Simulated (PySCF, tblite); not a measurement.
Isomers of C6H11FSSi, one GFN2-xTB conformer each. Single-point energies are computed at PBE0/pcSseg-1 (PySCF, gas phase, no added dispersion term), electronic only.

Question: Rank them by PBE0/pcSseg-1 energy, lowest first (kcal/mol).
A. `[CH2:1]=[CH:2][C@@:3]([CH3:4])([SiH3:5])[C:6](=[S:7])[CH2:8][F:9]` with C1–C2–C3–C4 -2°, C2–C3–C6–S7 149°, C3–C6–C8–F9 -41°
B. `[CH3:1][S:2][C@@H:3]1[C@H:4]2[CH2:5][C@H:6]([CH2:7]2)[Si@@H:8]1[F:9]` with C1–S2–C3–C4 -74°
C. `[CH:1]#[C:2][CH2:3][C@@:4]([F:5])([SiH2:6][CH3:7])[S:8][CH3:9]` with C2–C3–C4–F5 179°, C3–C4–Si6–C7 -171°, C3–C4–S8–C9 59°

Answer: B (0.0), A (59.8), C (69.9).

As drawn, the lowest has a four-membered ring and an Si–F bond, which the highest lacks; the highest has a C≡C bond, which the lowest lacks. GFN2-xTB itself gives, in the same order: 0.0, 48.0, 71.3. Both levels put the same isomer lowest; measured from each level's own lowest isomer, the values differ by up to 11.8 kcal/mol (C=C[C@@](C)([SiH3])C(=S)CF: 48.0 against 59.8).

Question: Which frontier levels, dipoles and rotational constants go with these structures?

Answer: 
```tsv
SMILES	HOMO (eV, PBE0/pcSseg-1)	LUMO (eV)	dipole (D)	A, B, C (MHz)
CS[C@@H]1[C@H]2C[C@H](C2)[Si@@H]1F	-6.33	0.57	3.23	1730, 1028, 767.9
C=C[C@@](C)([SiH3])C(=S)CF	-6.47	-2.28	1.64	1235, 986.1, 864.7
C#CC[C@@](F)([SiH2]C)SC	-6.66	0.58	0.64	1289, 1013, 754.8
```

Question: What happens when harmonic zero-point energies from GFN2-xTB frequencies are added?

Answer: 
```json
{"SMILES": "CS[C@@H]1[C@H]2C[C@H](C2)[Si@@H]1F", "ZPE (kcal/mol)": "98.1", "electronic (kcal/mol)": "0.0", "with ZPE (kcal/mol)": "0.0"}
{"SMILES": "C=C[C@@](C)([SiH3])C(=S)CF", "ZPE (kcal/mol)": "92.6", "electronic (kcal/mol)": "59.8", "with ZPE (kcal/mol)": "54.3"}
{"SMILES": "C#CC[C@@](F)([SiH2]C)SC", "ZPE (kcal/mol)": "91.3", "electronic (kcal/mol)": "69.9", "with ZPE (kcal/mol)": "63.2"}
```

The zero-point energies span 6.8 kcal/mol. The order is unchanged.
